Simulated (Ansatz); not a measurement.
Compare A (`CC1O[SiH2]1`) with its isomer B (`OC1C[SiH2]1`).

Isolated molecules relaxed with PBE0-D4/def2-TZVP in Ansatz; ΔE leaves out vibrations. CCSD(T)/CBS adds triple-zeta CCSD(T) − MP2 to the extrapolated MP2 energy (def2 sets, frozen cores). DFT in def2-TZVPP. B3LYP here is the variant with VWN-RPA as its local correlation; programs differ in this. One conformer a species, not always the lowest.

A:

Z-matrix (Å, degrees):
```
C
C 1 1.498
H 1 1.092 2 111.7
H 1 1.093 2 110.1 3 -120.4
H 1 1.095 2 110.5 3 120.2
O 2 1.478 1 114.1 3 -53.7
Si 2 1.811 1 125.2 3 15.2
H 2 1.091 1 114.1 3 177.8
H 7 1.480 2 121.3 1 0.6
H 7 1.480 2 123.2 1 161.4
```

B:

```xyz
10

O    -0.948    1.392    0.714
C     0.028    0.747   -0.051
C     0.650   -0.543    0.513
Si   -0.398   -0.792   -0.998
H    -0.527    1.724    1.514
H     0.757    1.417   -0.510
H     1.732   -0.627    0.501
H     0.200   -0.885    1.442
H     0.235   -1.030   -2.313
H    -1.728   -1.405   -0.812
```

Problem. Which isomer does CCSD(T)/CBS put lower? Give the gap. (Best estimate.)

Solution. Computed: A, by 102.9 kJ/mol.

Problem. Give E(B) − E(A) in kJ/mol with HF/def2-TZVPP, B3LYP, PBE-D4, CCSD(T)/def2-SVP, B2PLYP, LDA (SPW92), r2SCAN-D4. (Estimate.)

Solution. Ansatz gave: HF/def2-TZVPP 108.6, B3LYP 103.7, PBE-D4 94.8, CCSD(T)/def2-SVP 91.4, B2PLYP 106.6, LDA (SPW92) 86.9, r2SCAN-D4 102.8. None reverses the order clearly.

Problem. Does the order hold for the free energy at 298.15 K (harmonic terms from PBE0-D4)? (Estimate.)

Solution. Computed: Yes: G(B) − G(A) = +100.2 kJ/mol, for one conformer each.

Largest T1 diagnostic: 0.013.

From r2SCAN to r2SCAN0 (25 % exact exchange), in def2-TZVPP and without D4, E(B) − E(A) moves by −3.7 kJ/mol. At CCSD(T), def2-SVP lies −11.5 kJ/mol from the extrapolated value and def2-TZVPP +0.1 kJ/mol.
